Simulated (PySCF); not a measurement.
**Electric properties by functional and basis**

C2H5ClGeS.
Structure used (PBE0-D3(BJ)/def2-SVP), in Å, numbered top down from 1:
```
atom  x, y, z in Å
C1     1.6235    0.0199   -0.1803
C2     1.0780   -0.7953    0.7254
S3    -0.6012   -1.3380    0.8403
Ge4   -1.6975    0.3654   -0.0457
Cl5   -1.4843    0.4513   -2.2053
H6     1.0609    0.4446   -1.0164
H7     2.6849    0.2711   -0.1100
H8     1.6906   -1.2327    1.5214
H9    -1.1298    1.6829    0.4925
H10   -3.1792    0.1076    0.2474
```

PySCF, dipoles from the SCF density, polarisabilities from static response with core orbitals frozen. The structure is a single PBE0-D3(BJ)/def2-SVP conformer in the gas phase; no vibrational or solvent corrections. Relativistic effects, spin–orbit coupling among them, are left out although an element past zinc is present.

The anisotropy is √(½[(α1 − α2)² + (α2 − α3)² + (α3 − α1)²]).

| level | μ (D) | α (au) | anisotropy (au) |
| --- | --- | --- | --- |
| LDA/def2-SVPD | 1.781 | 94.97 | 31.06 |
| PBE/def2-SVPD | 1.747 | 93.66 | 30.51 |
| B3LYP/def2-SVPD | 1.800 | 91.31 | 28.84 |
| PBE0/def2-SVPD | 1.825 | 90.14 | 28.25 |
| BHandHLYP/def2-SVPD | 1.877 | 88.01 | 26.87 |
| CAM-B3LYP/def2-SVPD | 1.855 | 89.58 | 27.52 |
| wB97X-D/def2-SVPD | 1.856 | 89.05 | 26.93 |
| LC-wPBE/def2-SVPD | 1.907 | 86.85 | 26.10 |
| HF/def2-SVPD | 1.961 | 84.89 | 24.78 |
| PBE0/6-31G* | 2.045 | 72.44 | 32.13 |
| PBE0/def2-SVP | 1.757 | 72.63 | 31.55 |
| PBE0/aug-cc-pVDZ | 1.796 | 91.04 | 28.26 |
| PBE0/def2-TZVP | 1.770 | 84.57 | 30.96 |
| PBE0/def2-TZVPD | 1.752 | 91.61 | 28.43 |

The dipole runs from 1.75 D (PBE/def2-SVPD) to 2.05 D (PBE0/6-31G*). No reference polarisability is at hand; against PBE0 in the largest diffuse basis at hand (def2-TZVPD) the other PBE0 rows deviate by 6-31G* -21%, def2-SVP -21%, def2-SVPD -2%, aug-cc-pVDZ -1%, def2-TZVP -8%. In one basis (def2-SVPD) the functionals order the polarisability from HF (lowest) to LDA (highest), a spread of 12%. With PBE0 the polarisability is 76.54 au without diffuse functions (mean of 6-31G*, def2-SVP and def2-TZVP) and 90.93 au with them (mean of def2-SVPD, aug-cc-pVDZ and def2-TZVPD).
